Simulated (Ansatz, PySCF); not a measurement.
Noncovalent pair: CHN (SMILES C#N) (first 3 atoms) with HI (SMILES I); geometry from B3LYP-D3(BJ)/def2-TZVP.
(charge 0, multiplicity 1):
```xyz
5

C     -0.75729    -0.57205    -0.31790
N     -0.20264    -0.30011     0.64590
H     -1.27406    -0.82612    -1.21631
I      1.73860     0.59879     3.87012
H      0.91808     0.22392     2.52297
```

Interaction energies are E(AB) − E(A) − E(B) at the monomers' geometry in the complex; basis-set methods are counterpoise corrected. Rows marked so take none.

Rows in 3-21G carry no dispersion term and start afresh at each structure; the Pople sets are all-electron and without relativity.

Programs: Ansatz (a first-principles code); PySCF for 3-21G rows, the dispersion terms.  In def2 rows elements past Kr take small-core potentials, without spin–orbit coupling.

### Question
One of these levels gives -3.27 kcal/mol for the interaction energy. Which one is it?
A) PBE-D4/def2-TZVPPD
B) B3LYP/3-21G (no counterpoise)
C) PBE/def2-TZVPPD
D) SVWN5/def2-TZVPPD

### Answer
A, PBE-D4/def2-TZVPPD. The others give -4.86 (SVWN5/def2-TZVPPD), -2.65 (PBE/def2-TZVPPD), -4.47 (B3LYP/3-21G (no counterpoise))
